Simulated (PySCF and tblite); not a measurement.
¹³C shifts against TMS: measured, and computed as averages over conformers at 298.15 K (GIAO PBE0/pcSseg-1 (IEF-PCM, chloroform); weights PBE0-D3(BJ)/pcSseg-1 (IEF-PCM, chloroform) // GFN2-xTB; PySCF, tblite).

```json
{"molecule": "[CH3:1][CH2:2][CH2:3][OH:4]", "atom": "C1", "computed (ppm)": "12.5", "measured (ppm)": "10.3"}
{"molecule": "[CH3:1][CH2:2][CH2:3][O:4][CH2:5][CH3:6]", "atom": "C1", "computed (ppm)": "13.4", "measured (ppm)": "10.7"}
{"molecule": "[CH3:1]/[CH:2]=[CH:3]/[CH:4]=[O:5]", "atom": "C1", "computed (ppm)": "24.1", "measured (ppm)": "18.7"}
{"molecule": "[CH3:1][CH2:2][CH2:3][O:4][CH2:5][CH3:6]", "atom": "C2", "computed (ppm)": "27.7", "measured (ppm)": "23.2"}
{"molecule": "[CH3:1][CH2:2][CH2:3][OH:4]", "atom": "C2", "computed (ppm)": "31.2", "measured (ppm)": "?"}
{"molecule": "[CH3:1][C:2]([CH3:3])([CH3:4])[O:5][C:6]([CH3:7])([CH3:8])[CH3:9]", "atom": "C1/C3/C4/C7/…", "computed (ppm)": "34.0", "measured (ppm)": "33.8"}
{"molecule": "[CH3:1][CH2:2][CH2:3][OH:4]", "atom": "C3", "computed (ppm)": "70.0", "measured (ppm)": "64.2"}
{"molecule": "[CH3:1][C:2]([CH3:3])([CH3:4])[O:5][C:6]([CH3:7])([CH3:8])[CH3:9]", "atom": "C2/C6", "computed (ppm)": "76.3", "measured (ppm)": "76.3"}
{"molecule": "[CH3:1][CH2:2][CH2:3][O:4][CH2:5][CH3:6]", "atom": "C3", "computed (ppm)": "76.9", "measured (ppm)": "72.5"}
{"molecule": "[CH3:1]/[CH:2]=[CH:3]/[CH:4]=[O:5]", "atom": "C3", "computed (ppm)": "140.8", "measured (ppm)": "134.7"}
{"molecule": "[CH3:1]/[CH:2]=[CH:3]/[CH:4]=[O:5]", "atom": "C2", "computed (ppm)": "169.0", "measured (ppm)": "153.9"}
{"molecule": "[CH3:1]/[CH:2]=[CH:3]/[CH:4]=[O:5]", "atom": "C4", "computed (ppm)": "200.6", "measured (ppm)": "193.9"}
```

Question: Fit a straight line to the complete rows and predict the measured shift of C2 in CCCO.

Answer: measured = -1.72 + 0.9596·computed (11 points, rms 3.0 ppm, correlation 0.999). At 31.2 this gives 28.2 ppm; the measured value is 25.9 ppm, so the fit is off by 2.3.

Measured: Pretsch, Buehlmann, Badertscher, Structure Determination of Organic Compounds, 4th ed. (2009) (not stated per compound (mostly CDCl3 or CCl4)); Stadelmann, Balmer, Riniker, Ebert, PCCP 2022 (CDCl3).

For scale, the study of CCCO took 81 s on 1 thread of Arm Neoverse V2, on a host shared with other jobs (rough), launched as `OMP_NUM_THREADS=1 python ens_run.py task.json out`.
